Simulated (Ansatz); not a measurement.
```yaml
crystal:
  periodic: [false, false, false]
  atoms:
    - {symbol: Al, position_ang: [0.098264, -0.886378, -0.141338]}
    - {symbol: Al, position_ang: [-0.406148, 0.391699, 2.015299]}
    - {symbol: Al, position_ang: [-0.274647, 1.724042, -0.283652]}
    - {symbol: Li, position_ang: [1.752212, 0.643702, -1.677922]}
    - {symbol: Li, position_ang: [-1.085375, 0.211228, -2.352176]}
    - {symbol: Li, position_ang: [0.731594, -2.852710, -1.636764]}
    - {symbol: Li, position_ang: [-0.000048, -2.283705, 2.134578]}
    - {symbol: Li, position_ang: [-0.815852, 3.052132, 1.941965]}
basis:
  gaussian: {orbitals: def2-TZVP}
hamiltonian: {xc: {name: HF}}
correlation: {active_space: {window: {electrons: 2, orbitals: 1}}}
output: {forces: true}
```

```sh
$ ansatz run in.yaml --threads 4 --pin off --events-out ev --progress --plain --max-ram 3916MiB
```

It prints (some lines left out):

```
Functional definition: HF
1450 factors; integrals over basis functions are off by at most 9.8e-4 eV
mean field evaluation 1: about -20759.4955 eV, gradient 2.0e1 eV
mean field evaluation 2: about -20759.7480 eV, gradient 2.0e1 eV
mean field evaluation 4: about -20761.8185 eV, gradient 3.3e0 eV
mean field evaluation 8: about -20761.9677 eV, gradient 6.8e-1 eV
mean field evaluation 16: about -20761.9847 eV, gradient 6.0e-6 eV
mean field -20761.98474443 eV, -762.9888663793 hartree, gradient 6.0e-6 eV, S^2 0.000000; 2 other end points of the search recorded, 0 dependent functions left out
reference -20761.98474443 eV, -762.9888663793 hartree; 27, 27 occupied and 154, 154 virtual orbitals, 1450 factors
state -20761.98474443 eV, -762.9888663792 hartree
Total energy: -20761.98474443 eV, -762.9888663792 hartree
Atom 0 at     0.098264    -0.886378    -0.141338 Å, force     0.022156    -0.074500    -0.196237 eV/Å
Atom 1 at    -0.406148     0.391699     2.015299 Å, force    -0.032506     0.054912     0.200902 eV/Å
Atom 2 at    -0.274647     1.724042    -0.283652 Å, force    -0.003492     0.002503    -0.065413 eV/Å
Atom 3 at     1.752212     0.643702    -1.677922 Å, force     0.141136     0.047535    -0.038329 eV/Å
Atom 4 at    -1.085375     0.211228    -2.352176 Å, force    -0.106524     0.012445    -0.080850 eV/Å
Atom 5 at     0.731594    -2.852710    -1.636764 Å, force     0.021811    -0.100579    -0.032606 eV/Å
Atom 6 at    -0.000048    -2.283705     2.134578 Å, force    -0.002677    -0.081846     0.106352 eV/Å
Atom 7 at    -0.815852     3.052132     1.941965 Å, force    -0.039904     0.139530     0.106182 eV/Å
Dipole moment:     0.315265    -0.769447    -0.647288 e Å
```

It took 3.6 s on 4 threads of Arm Neoverse V2 on a shared host.

The restricted singlet is unstable towards broken spin symmetry in Hartree–Fock (as tested in another run); at RHF/def2-TZVP this wasn't settled.
